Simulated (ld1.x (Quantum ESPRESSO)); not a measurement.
# carbon: excitation energies, all-electron against ultrasoft

carbon, ultrasoft, made with ld1.x (Quantum ESPRESSO) 7.5 (Wu–Cohen, scalar-relativistic). Core [He], reference 2s2 2p2. Waves: 2s (bound): rcut 0.80, rcutus 0.95 bohr; 2s channel at -0.6 Ry: rcut 0.80, rcutus 0.95 bohr; 2p (bound): rcut 1.65, rcutus 1.85 bohr; 2p channel at 0.15 Ry: rcut 1.65, rcutus 1.85 bohr. Local part: all-electron potential smoothed inside 1.15 bohr (lloc = -1). Core correction: none. Augmentation charge: PSQ, radius 0.55 bohr.

Energies are relative to the spin-unpolarised reference configuration 2s2 2p2; without spin polarisation the order of configurations can differ from experiment.

```tsv
valence configuration	charge	ΔE all-electron (eV)	error AE − PS (meV)
2s2 2p0	+2	34.888	+126
2s0 2p4	0	16.882	+381
2s1 2p3	0	8.434	+86
2s2 2p2.3	-0.3	-1.145	+0.5
2s1 2p2	+1	19.533	+46
```

**Question.** What are ΔE and the potential's error for 2s2 2p1?

**Answer.** ΔE = 10.816 eV all-electron; the error (AE − PS) is +17 meV.

**Question.** What are ΔE and the potential's error for 2s1 2p0?

**Answer.** ΔE = 82.933 eV all-electron; the error (AE − PS) is +165 meV.

Levels in the configuration 2s2 2p0:

```
level  all-electron (eV)  pseudo (eV)
   2s            -40.254      -40.252
```
